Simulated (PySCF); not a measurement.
CClF₃, charge +1, doublet, at the geometry of the source list (a state made from the parent by changing its charge; the spin is typed, not shown lowest); HF/6-31G run with PySCF.

The PySCF input:
```python
from pyscf import gto, scf

mol = gto.M(
    atom='''
F    -0.57610000   -0.63500000   -1.04370000
C    -0.07440000   -0.00180000    0.00350000
F    -0.57130000    1.22370000    0.02310000
F    -0.47540000   -0.62840000    1.09700000
Cl    1.69720000    0.04150000   -0.08000000
''',
    basis='6-31g',
    charge=1,
    spin=1,
    verbose=4,
)

mf = scf.UHF(mol)
mf.kernel()
```

Output, abridged:

```
PySCF version 2.14.0

[INPUT] verbose = 4
[INPUT] num. atoms = 5
[INPUT] num. electrons = 49
[INPUT] charge = 1
[INPUT] spin (= nelec alpha-beta = 2S) = 1
[INPUT] symmetry False subgroup None
[INPUT] Mole.unit = angstrom
[INPUT] Symbol           X                Y                Z      unit          X                Y                Z       unit  Magmom
[INPUT]  1 F     -0.576100000000  -0.635000000000  -1.043700000000 AA   -1.088671220362  -1.199976089099  -1.972307156209 Bohr   0.0
[INPUT]  2 C     -0.074400000000  -0.001800000000   0.003500000000 AA   -0.140595623668  -0.003401507024   0.006614041436 Bohr   0.0
[INPUT]  3 F     -0.571300000000   1.223700000000   0.023100000000 AA   -1.079600534964   2.312457858630   0.043652673477 Bohr   0.0
[INPUT]  4 F     -0.475400000000  -0.628400000000   1.097000000000 AA   -0.898375799618  -1.187503896677   2.073029558648 Bohr   0.0
[INPUT]  5 Cl     1.697200000000   0.041500000000  -0.080000000000 AA    3.207243178612   0.078423634169  -0.151178089965 Bohr   0.0

nuclear repulsion = 250.120071998913
number of shells = 27
number of NR pGTOs = 134
number of NR cGTOs = 49
basis = 6-31g
ecp = {}

******** <class 'pyscf.scf.uhf.UHF'> ********
method = UHF
initial guess = minao
damping factor = 0
level_shift factor = 0
DIIS = <class 'pyscf.scf.diis.CDIIS'>
diis_start_cycle = 1
diis_space = 8
diis_damp = 0
SCF conv_tol = 1e-09
SCF conv_tol_grad = None
SCF max_cycles = 50
direct_scf = True
direct_scf_tol = 1e-13
number electrons alpha = 25  beta = 24
Set gradient conv threshold to 3.16228e-05
init E= -796.446734146011

cycle= 1 E= -794.757283117185  delta_E= 1.69  |g|= 0.697  |ddm|= 1.68
cycle= 2 E= -794.976155239725  delta_E= -0.219  |g|= 0.423  |ddm|= 1.06
cycle= 3 E= -795.043745597495  delta_E= -0.0676  |g|= 0.0566  |ddm|= 0.333
cycle= 4 E= -795.04591397657  delta_E= -0.00217  |g|= 0.0177  |ddm|= 0.0663
cycle= 5 E= -795.046410808232  delta_E= -0.000497  |g|= 0.00548  |ddm|= 0.0409
cycle= 6 E= -795.046462466869  delta_E= -5.17e-05  |g|= 0.00245  |ddm|= 0.0143
cycle= 7 E= -795.046474563934  delta_E= -1.21e-05  |g|= 0.00123  |ddm|= 0.00799
cycle= 8 E= -795.046478619427  delta_E= -4.06e-06  |g|= 0.000607  |ddm|= 0.00586
cycle= 9 E= -795.046479403012  delta_E= -7.84e-07  |g|= 0.00027  |ddm|= 0.00254
cycle= 10 E= -795.046479587192  delta_E= -1.84e-07  |g|= 7.89e-05  |ddm|= 0.00151
cycle= 11 E= -795.046479599434  delta_E= -1.22e-08  |g|= 2.34e-05  |ddm|= 0.000359
cycle= 12 E= -795.046479600232  delta_E= -7.98e-10  |g|= 1.1e-05  |ddm|= 5.89e-05
Extra cycle  E= -795.046479600348  delta_E= -1.16e-10  |g|= 6.99e-06  |ddm|= 1.6e-05
converged SCF energy = -795.046479600348  <S^2> = 0.7537026  2S+1 = 2.0036992
```
